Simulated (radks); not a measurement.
Question: Se3+, 31 electrons, occupied as [Ar] 3d10 4s2 7f1 (not the ground configuration). All-electron calculation, Dirac Kohn-Sham, PBE, spin-unpolarised, spherical densities, point nucleus; open shells are shared between the two j in proportion to 2j + 1. Program: a radial shooting solver on a logarithmic mesh with Libxc functionals. Some entries of the table are withheld. Estimate them.

orbital,occ.,eigenvalue (hartree),<1/r> (bohr^-1)
1s1/2,2,-461.2569,34.56
2s1/2,2,-60.85698,7.686
2p1/2,2,-54.78518,(1)
2p3/2,4,-53.24989,(2)
3s1/2,2,-9.64361,2.501
3p1/2,2,-7.56524,(3)
3p3/2,4,-7.34884,(4)
3d3/2,4,-3.76351,(5)
3d5/2,6,-3.73025,(6)
4s1/2,2,-2.18150,0.8366
7f5/2,0.428571,-0.16005,0.09015
7f7/2,0.571429,-0.16004,0.09015

Answer: 
(1) 2p1/2 <1/r> (bohr^-1): 7.651
(2) 2p3/2 <1/r> (bohr^-1): 7.415
(3) 3p1/2 <1/r> (bohr^-1): 2.381
(4) 3p3/2 <1/r> (bohr^-1): 2.325
(5) 3d3/2 <1/r> (bohr^-1): 2.053
(6) 3d5/2 <1/r> (bohr^-1): 2.038
